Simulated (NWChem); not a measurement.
Species: BHOI₂; SMILES OB(I)I

```xyz
5

B      0.8339     0.0135     0.0000
I     -0.2287    -1.8701     0.0000
I     -0.2280     1.8757     0.0000
O      2.1802     0.0579     0.0000
H      2.5940    -0.8276     0.0000
```
Atoms are numbered in this order, from 1.

All runs: NWChem. Medium grid unless said otherwise, to which SCAN and Minnesota functionals are sensitive. The geometry was optimised at PBE-D3(BJ)/def2-SVP. def2 effective core potentials on I; no spin-orbit coupling. Hybrids' shares of exact exchange are those that their runs print; pure functionals count as 0. The functionals differ in more than this share.

```
row                  share of exact exchange  highest occupied level (eV)
-------------------  -----------------------  ---------------------------
PBE/def2-TZVP                           0.00                        -6.36
r2SCAN/def2-TZVP                        0.00                        -6.65
B3LYP/def2-TZVP                         0.20                     withheld
PBE0/def2-TZVP                          0.25                        -7.49
BHandHLYP/def2-TZVP                     0.50                        -8.44
```

Problem. Fit a straight line of the last column on the one before it, predict the withheld value, and compare with the run.

Solution. 
1. Means of the 4 shown rows: x = 0.188, y = -7.235. Slope Σ(x − x̄)(y − ȳ)/Σ(x − x̄)² = -0.6662/0.1719 = -3.876; intercept -6.508.
2. The shown rows scatter about the line by 0.103 (root mean square); the largest residual is +0.15, at PBE/def2-TZVP.
3. At x = 0.20 (B3LYP/def2-TZVP; inside the shown range) the line gives -7.28.
4. The run gives -7.24, +0.04 from the line, 0.4 times the scatter.
